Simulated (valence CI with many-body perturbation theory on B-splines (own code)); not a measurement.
## Hyperfine factors and g values of Ba XV

Calculated by valence CI with perturbative core correlation (CI+MBPT): six valence electrons over a frozen Dirac-Fock core [Kr], a basis of 7 s, 7 p, 8 d, 6 f, 4 g, 1 h functions for each j, with the one-electron correlation potential Σ1 (screened to all orders), the two-electron term Σ2, the three-electron term Σ3, Breit, model QED; selected single and double excitations, second order for the rest, scaled by the run's own slope (own B-spline code, finite nucleus).

No measured spectrum was set against this ion. As an estimate, terms of the open shell hold to 2 to 4 % of their energy, and close levels can change places. Core correlation moves these levels by up to 9500 cm⁻¹, and in measured spectra 5 to 20 % of such shifts remained as error; rates that hang on mixing are uncertain with them. Among the levels kept, up to 1000 cm⁻¹ of a level comes from second order outside the variational space, and about a tenth of that is noise between levels of different J, which matters for small intervals. The list stops below the first excitations out of the core. Only levels of the ground parity were solved; by the run's estimate the other parity begins above the list, which can be wrong where configurations are misplaced.

A/g_I is the dipole constant over the nuclear g factor μ/I (μ in nuclear magnetons, uniformly magnetised nucleus), B/Q the quadrupole constant per barn. Both hold the static response of the core; the bare values leave it out. Large factors of s and p1/2 electrons are usually good to 5 to 10 %; those of open d and f shells near neutrality can be off by tens of per cent, and small factors of p3/2, d and f electrons come from cancelling terms and can be off by a factor of two or in sign, in half-filled shells by more. B is blank for J = 1/2, where it vanishes, and for nearly pure S terms. Energies count from the lowest level. Levels with J = 0 are left out.

Names give the largest LS component (configuration and term), which can be under half, so a name can repeat, a term be missing and a line seem to break the LS rules; names also repeat where a configuration has a term twice. Letters in brackets count levels of one name in rising energy.

| Level | E (cm⁻¹) | g | A/g_I (MHz) | A/g_I bare | B/Q (MHz/b) | B/Q bare |
| --- | --- | --- | --- | --- | --- | --- |
| 4d6 5D_4 | 0.0 | 1.443 | 1360 | 1880 | 4720 | 4470 |
| 4d6 5D_2 [a] | 12048 | 1.442 | 1260 | 1770 | -1260 | -1180 |
| 4d6 5D_3 | 13968 | 1.469 | 701 | 1240 | 909 | 862 |
| 4d6 5D_1 | 19806 | 1.463 | 994 | 1530 | -1590 | -1500 |
| 4d6 3H_4 [a] | 32114 | 1.057 | 2570 | 2580 | 2800 | 2640 |
| 4d6 3H_6 | 39501 | 1.137 | 2930 | 3050 | -3200 | -3030 |
| 4d6 3H_5 | 40094 | 1.115 | 2730 | 2820 | 1510 | 1430 |
| 4d6 5D_2 [b] | 43280 | 1.357 | 678 | 1070 | -1880 | -1770 |
| 4d6 3F_3 [a] | 48008 | 0.995 | 3580 | 3520 | 2120 | 2000 |
| 4d6 3F_2 [a] | 49300 | 0.870 | 4210 | 3990 | -1390 | -1320 |
| 4d6 3H_4 [b] | 57583 | 0.998 | 3150 | 3080 | -625 | -580 |
| 4d6 3D_1 | 60384 | 0.812 | 3720 | 3410 | 1490 | 1410 |
| 4d6 3G_4 | 63127 | 1.085 | 3400 | 3460 | -508 | -481 |
| 4d6 3G_5 | 63622 | 1.116 | 3020 | 3110 | -2600 | -2450 |
| 4d6 3D_2 | 63973 | 1.175 | 2490 | 2660 | 3290 | 3120 |
| 4d6 3D_3 | 67163 | 1.274 | 1660 | 1950 | -2950 | -2800 |
| 4d6 3G_3 | 70088 | 0.918 | 4160 | 4000 | 716 | 682 |
| 4d6 1I_6 | 71267 | 1.027 | 3450 | 3430 | -4560 | -4300 |
| 4d6 3P_1 [a] | 77443 | 1.247 | 1800 | 2050 | 205 | 201 |
| 4d6 1F_3 | 78759 | 1.020 | 3490 | 3460 | -4830 | -4560 |
| 4d6 1G_4 [a] | 85026 | 1.030 | 3570 | 3560 | 1360 | 1300 |
| 4d6 1D_2 [a] | 86565 | 1.046 | 3290 | 3290 | -1860 | -1780 |
| 4d6 3P_1 [b] | 94643 | 1.474 | -56.9 | 477 | -968 | -921 |
| 4d6 3F_4 | 103230 | 1.202 | 2500 | 2710 | -5630 | -5320 |
| 4d6 3F_2 [b] | 104240 | 0.724 | 5230 | 4830 | -2320 | -2190 |
| 4d6 3P_2 | 117480 | 1.377 | 1590 | 2010 | -4270 | -4050 |
| 4d6 3F_3 [b] | 118200 | 1.068 | 3170 | 3200 | -5290 | -5010 |
| 4d6 1G_4 [b] | 119210 | 1.028 | 3240 | 3210 | -3150 | -2970 |
| 4d6 1D_2 [b] | 144050 | 1.001 | 3600 | 3540 | 5430 | 5140 |

(1) Take the isotope of mass number 135, with I = 3/2, μ = 0.8381 μN and Q = 0.153 b. What is the hyperfine structure of 4d6 3H_5?

Answers

(1) From the table A = 1520 MHz, B = 231 MHz. Shifts from the centre of gravity in MHz: F = 7/2: -13600, F = 9/2: -6890, F = 11/2: 1430, F = 13/2: 11500.
